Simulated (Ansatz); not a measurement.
One change: `OC(=S)[O][GeH3]` becomes `O[C](=S)[InH][F]`.

Ansatz, PBE0-D4/def2-TZVP geometries, multiplicity 1. Each molecule was computed in one conformer, which needn't be the lowest.

Elements past krypton have def2 core potentials. Scalar relativity is left out up to krypton.

```json
{"property": "LUMO energy (PBE/def2-TZVPP) / eV", "`OC(=S)[O][GeH3]`": "-1.62"}
{"property": "size of the dipole moment (B3LYP/def2-TZVPP) / D", "`OC(=S)[O][GeH3]`": "4.15"}
{"property": "HOMO energy (B3LYP/def2-TZVPP) / eV", "`OC(=S)[O][GeH3]`": "-6.31"}
{"property": "HOMO–LUMO gap (PBE0/def2-TZVPP) / eV", "`OC(=S)[O][GeH3]`": "5.89"}
{"property": "HOMO–LUMO gap (PBE/def2-TZVPP) / eV", "`OC(=S)[O][GeH3]`": "3.73"}
{"property": "HOMO energy (PBE/def2-TZVPP) / eV", "`OC(=S)[O][GeH3]`": "-5.35"}
```

Question: What does the change do to each property? (An estimate is asked.)

Answer: Ansatz gave: 
| property | `O[C](=S)[InH][F]` | shift |
| --- | --- | --- |
| LUMO energy (PBE/def2-TZVPP) / eV | -3.40 | -1.78 |
| size of the dipole moment (B3LYP/def2-TZVPP) / D | 3.43 | -0.72 |
| HOMO energy (B3LYP/def2-TZVPP) / eV | -6.32 | -0.01 |
| HOMO–LUMO gap (PBE0/def2-TZVPP) / eV | 3.83 | -2.06 |
| HOMO–LUMO gap (PBE/def2-TZVPP) / eV | 2.03 | -1.70 |
| HOMO energy (PBE/def2-TZVPP) / eV | -5.43 | -0.08 |

With PBE0 the HOMO rises by 0.05 eV and the LUMO falls by 2.01 eV, so the gap narrows by about 2.06 eV. PBE moves the HOMO by -0.08 eV and ωB97M-V by 0.17 eV. Dipoles are sizes alone; their direction can turn.

B3LYP here is the variant with VWN-RPA as its local correlation; programs differ in this.
